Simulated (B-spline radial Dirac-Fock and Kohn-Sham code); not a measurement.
## Elastic scattering of 5.46 keV electrons by atomic praseodymium

Method: relativistic (Dirac) partial waves in the static field of the Dirac-Fock atom with Furness-McCarthy exchange, without polarisation or absorption potentials. Computed with a B-spline atomic structure program.

Input of the calculation (task.json; shells as n, l, electrons):

```json
{"items": [{
  "Z": 59,
  "q": 0,
  "cfg": [[1, 0, 2], [2, 0, 2], [2, 1, 6], [3, 0, 2], [3, 1, 6], [3, 2, 10], [4, 0, 2], [4, 1, 6], [4, 2, 10], [4, 3, 3], [5, 0, 2], [5, 1, 6], [6, 0, 2]],
  "A": 141,
  "rrms": 4.8919,
  "do": "elastic",
  "energies": [[5460.0, 0]],
  "theta": [0, 10, 20, 30, 40, 50, 60, 70, 80, 90, 100, 110, 120, 130, 140, 150, 160, 170, 180]
}]}
```

Command: `python xray2_run.py task.json out`

```
θ (°)  dσ/dΩ (Å²/sr)  Sherman function
    0            186             0.000
   10           1.54             0.001
   20          0.199             0.000
   30         0.0653            -0.008
   40         0.0284            -0.010
   50         0.0152             0.010
   60        0.00930             0.043
   70        0.00620             0.070
   80        0.00448             0.064
   90        0.00355             0.017
  100        0.00315            -0.056
  110        0.00314            -0.115
  120        0.00341            -0.138
  130        0.00385            -0.131
  140        0.00437            -0.108
  150        0.00488            -0.080
  160        0.00530            -0.052
  170        0.00558            -0.026
  180        0.00568             0.000
```

The total elastic cross section is 1.46 Å², the first transport cross section 0.0755 Å² and the second, weighted with (3/2) sin²θ, 0.116 Å². The mean deflection is ⟨1 − cos θ⟩ = 0.0518, and 1.6 % of the collisions scatter beyond 90°.

On this grid of angles the cross section has a minimum near 110°.
